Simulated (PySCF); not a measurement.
PySCF input file for H₆OSi₂, SMILES O([SiH3])[SiH3] (connectivity only; charge and spin as stated), charge +1, multiplicity 2, B3LYP/pcH-1. Geometry: PBE0-D3(BJ)/def2-SVP. A frequency run showed that this geometry is not a minimum. The multiplicity is an assumed one; other spin states were not compared.

```python
import numpy as np
from pyscf import gto, scf, dft
from pyscf.prop.hfc import uks as hfc
from pyscf.prop.gtensor import uks as gtensor

mol = gto.M(
    atom='''
    Si    1.66779300   -0.00000000    0.06364042
    O    -0.00000000    0.00000000   -0.24894573
    Si   -1.66779300   -0.00000000    0.06364042
    H     2.12139391   -1.21303113   -0.70564932
    H     2.12139391    1.21303114   -0.70564929
    H     1.93679455   -0.00000001    1.51611566
    H    -1.93679456   -0.00000001    1.51611565
    H    -2.12139390   -1.21303113   -0.70564933
    H    -2.12139390    1.21303114   -0.70564930
    ''',
    basis='pcH-1',
    charge=1,
    spin=1,
    max_memory=1600,
    verbose=3,
)
mf = dft.UKS(mol, xc='b3lyp').density_fit(auxbasis='def2-universal-jkfit')
mf.grids.level = 3
mf.conv_tol = 1e-10
mf.max_cycle = 100
mf.kernel()
fine, coarse = mf.grids, dft.Grids(mol).set(level=1).build(with_non0tab=True)
for _ in range(3):  # follow internal instabilities
    mf.grids = coarse
    mo, _, stable, _ = mf.stability(return_status=True, nroots=4)
    mf.grids = fine
    if stable:
        break
    mf.kernel(mf.make_rdm1(mo, mf.mo_occ))
A = hfc.HFC(mf).make_fcdip(mf.make_rdm1())  # Fermi contact and dipolar terms, MHz
print('atom   A(iso)/MHz   principal dipolar parts/MHz')
for i, a in enumerate(A):
    w = np.linalg.eigvalsh((a + a.T) / 2)
    print(f'{mol.atom_symbol(i):2s}{i + 1:3d} {w.mean():12.2f}', (w - w.mean()).round(2))
gt = gtensor.GTensor(mf)
gt.dia_soc2e, gt.para_soc2e, gt.so_eff_charge = None, None, True
gt.max_cycle_cphf = 60
g = gt.kernel()
```

Program output:

```

WARN: HOMO -0.340312566679502 >= LUMO -0.340312566679498

converged SCF energy = -657.534378626873  <S^2> = 0.75810633  2S+1 = 2.00809
<class 'pyscf.df.df_jk.DFUKS'> wavefunction is stable in the internal stability analysis
atom   A(iso)/MHz   principal dipolar parts/MHz
Si  1        81.58 [-15.     4.87  10.13]
O   2       -38.37 [-153.86   76.79   77.07]
Si  3        81.58 [-15.     4.87  10.13]
H   4       284.83 [-4.83 -2.01  6.84]
H   5       284.83 [-4.83 -2.01  6.84]
H   6       -12.10 [-2.33 -1.55  3.88]
H   7       -12.10 [-2.33 -1.55  3.88]
H   8       284.83 [-4.83 -2.01  6.84]
H   9       284.83 [-4.83 -2.01  6.84]
SOC(1e)/OZ [3.34297970e-02 9.91289944e-05 7.85674877e-03]
free electron g 2.00231930436182
g-tensor total [2.03564527 2.00226709 2.01004512]
g-shift (ppt) [33.32597    -0.05220955  7.72582051]
```

Self-consistency was reached.
